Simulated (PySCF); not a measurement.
# Radial density of Ar+ (argon, charge +1)

PBEsol, [Ne] 3s1 3p6, 2S determinant (an excited configuration). Calculation: PySCF 2.14, in dyall-av2z; no relativity, point nucleus.

```tsv
r (bohr)	4πr²ρ (e/bohr)	4πr²(ρα − ρβ)
0.00164	0.1216	0.0005
0.00276	0.3297	0.0014
0.00463	0.8731	0.0038
0.00780	2.203	0.0096
0.0131	5.153	0.0223
0.0221	10.58	0.0444
0.0371	17.55	0.0672
0.0624	20.77	0.0556
0.105	16.44	0.0076
0.177	15.81	0.0968
0.297	20.92	0.2395
0.499	11.22	-0.0017
0.840	4.373	0.5927
1.41	5.012	0.8038
2.38	1.270	0.0863
4.00	0.05954	-0.0034
6.72	1.202e-05	0.0000
```

Q: Where is the radial spin density 4πr²(ρα − ρβ) most negative, and why is it negative at all?

A: Around r = 4.00 bohr, down to -0.0034 e/bohr: exchange with the open shell polarises the paired shells in an unrestricted calculation.
